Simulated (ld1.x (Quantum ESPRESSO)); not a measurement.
Before and after: ultrasoft potential for In (Z = 49)

* Element: In
* Generator: ld1.x (Quantum ESPRESSO) 7.5
* Type: ultrasoft
* Functional: PBE
* Relativity: scalar-relativistic
* Frozen core: [Kr] 4d10
* Valence charge: 3
* Reference configuration: 5s2 5p1
* Partial waves: 5s (bound): rcut 2.10, rcutus 2.30 bohr; 5s channel at -0.1 Ry: rcut 2.10, rcutus 2.30 bohr; 5p (bound): rcut 2.30, rcutus 3.05 bohr; 5p channel at 2 Ry: rcut 2.30, rcutus 3.05 bohr
* Local potential: all-electron potential smoothed inside 2.40 bohr (lloc = -1)
* Core correction: a·sin(br)/r model core, default radius (core density twice the valence density)
* Augmentation charge: built from norm-conserving waves at rcut, not smoothed further

All-electron outer shells of the reference configuration (PBE, scalar-relativistic, ld1.x):

| shell | level (eV) | outermost node (bohr) | outermost maximum (bohr) |
| --- | --- | --- | --- |
| 4p | -78.13 | 0.42 | 0.82 |
| 4d | -18.62 | 0.40 | 0.94 |
| 5s | -8.21 | 1.02 | 2.16 |
| 5p | -2.52 | 1.14 | 2.85 |

Change: core [Kr], valence charge 13; reference 4d10 5s2 5p1; waves now 5s (bound): rcut 2.00, rcutus 2.35 bohr; 5s channel at -0.1 Ry: rcut 2.00, rcutus 2.35 bohr; 5p (bound): rcut 2.05, rcutus 2.20 bohr; 5p channel at 2 Ry: rcut 2.05, rcutus 2.20 bohr; 4d (bound): rcut 1.60, rcutus 1.80 bohr; 4d channel at -0.9 Ry: rcut 1.60, rcutus 1.80 bohr; local potential all-electron potential smoothed inside 1.50 bohr (lloc = -1); core correction Bessel-smoothed model core inside 1.30 bohr.

Cutoffs: the cutoffs (Ry, on a coarse ladder) from which the occupation-weighted sum of valence levels, in a spherical-Bessel basis at the reference potential, stays within 10 and 1 mRy of its value at 400 Ry; they do not see the model core or the augmentation charge, which bear on the density cutoff. Errors are all-electron minus pseudo energies relative to the spin-unpolarised reference configuration.

Problem. What does the change do?

Solution. The potential gets harder (6 Ry and 8 Ry → 35 Ry and 60 Ry); a bound ghost appears in s, which as a rule spoils a file; the number of tests with a reliable result goes from 7 to 5 (the test run of the changed file stopped, so its transferability is not established). The added semicore shells are compact, so their waves need more plane waves. Several settings change at once here, so the effects cannot be laid on one of them.

| quantity | base | changed |
| --- | --- | --- |
| cutoff, loose | 6 Ry | 35 Ry |
| cutoff, tight | 8 Ry | 60 Ry |
| bound ghosts | none | s |
| tests with a reliable result | 7 of 7 | 5 of 7 (the test run stopped) |
| lowest overlap eigenvalue by channel | s 0.33, p 0.53 | s 0.20, p 0.11, d 1.00 |

 A true bound ghost makes a file unfit for plane-wave use even where its test errors are small: the radial tests pick states by their node count and pass the ghost by.
